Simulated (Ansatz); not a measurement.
Ansatz results at the PBE0-D4/def2-TZVP geometry: size of the dipole moment (PBE/def2-TZVPP) 2.92 D; zero-point energy (PBE0-D4/def2-TZVP) 335.6 kJ/mol; HOMO–LUMO gap (B3LYP/def2-TZVPP) 6.90 eV.

Each molecule was computed in one conformer, which needn't be the lowest.

(1) Which molecule gave them?
A. `C[BH-](C)[OH+][SiH3]`
B. `[CH3][Al-]([CH3])([NH3+])[Cl]`
C. `C[NH2+][B-](Cl)(Cl)Cl`
D. `C[OH+][Ga-]([F])([F])[F]`

Answers

(1) A. The others give `[CH3][Al-]([CH3])([NH3+])[Cl]`: 5.54, 293.1, 6.30; `C[OH+][Ga-]([F])([F])[F]`: 5.55, 159.1, 9.07; `C[NH2+][B-](Cl)(Cl)Cl`: 6.18, 203.2, 7.32.

B3LYP here is the variant with VWN-RPA as its local correlation; programs differ in this.
